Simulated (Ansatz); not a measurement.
# Four-centre ligand exchange

Start structure (BSiH5Cl2O, closed shell), relaxed at PBE0-D4/def2-TZVP:

| atom | x (Å) | y (Å) | z (Å) |
| --- | --- | --- | --- |
| B1 | -1.0476 | 1.5472 | -0.3216 |
| O2 | -0.1123 | 2.4970 | -0.4573 |
| Cl3 | -1.4515 | 0.5623 | -1.7071 |
| Cl4 | -1.8765 | 1.2819 | 1.2089 |
| H5 | 1.1549 | -0.3362 | 0.4164 |
| Si6 | 0.8837 | -1.7785 | 0.1822 |
| H7 | 0.0522 | 2.9894 | 0.3526 |
| H8 | 1.8150 | -2.5839 | 1.0132 |
| H9 | -0.5163 | -2.0859 | 0.5646 |
| H10 | 1.0983 | -2.0934 | -1.2517 |

The step: BHCl₂O ([OH][B]([Cl])[Cl]) + SiH₄ → BSiH₃Cl₂ ([SiH3][B]([Cl])[Cl]) + H₂O (still joined by a long B–O bond); bonds formed: B1–Si6, O2–H5; bonds broken: H5–Si6; bonds weakened to dative contacts: B1–O2. Computed with Ansatz 0.2.0 (basis: def2-TZVPP and def2-QZVPP); correlated methods freeze the cores. Extrapolation: Hartree–Fock as exp(−7.88 √X), correlation as X^−2.97. Energies below are by CCSD(T) at an estimated basis limit (MP2 extrapolated from triple and quadruple zeta, plus CCSD(T) − MP2 in triple zeta).

**Question.** What are the electronic barrier and the energy of the step, from the start structure to the end structure? (To be estimated.)

**Answer.** By the calculation: Barrier 239.1 kJ/mol; step energy 110.5 kJ/mol (uphill); reverse barrier, their difference, 128.6 kJ/mol. Barrier and step energy count from the start structure, the reverse barrier from the end structure.

The saddle point: One imaginary mode of 1365i cm⁻¹.
```
  pair  start (Å)  saddle (Å)  end (Å)
B1–Si6       3.88        2.22     2.02
 O2–H5       3.22        1.23     0.97
 B1–O2       1.34        1.55     1.67
H5–Si6       1.49        1.89     3.62
```

Zero-point energy (harmonic, PBE0-D4): ZPE is 140.9 kJ/mol at the start and 137.7 kJ/mol at the saddle, so the barrier goes from 239.1 to 235.9 kJ/mol.

No T1 diagnostic of these runs exceeds 0.012.

Labels in which every atom is bracketed show which atoms are joined, not bond orders.

For scale, one of the runs: CCSD(T)/def2-TZVPP, 258 basis functions, launched by `ansatz run in.yaml --threads 8 --pin off --events-out ev --progress --plain --max-ram 19148MiB`. Hardware: 8 CPU threads of an AMD EPYC 9R45, shared host. Wall time 26 s; peak host memory 5.6 GiB.
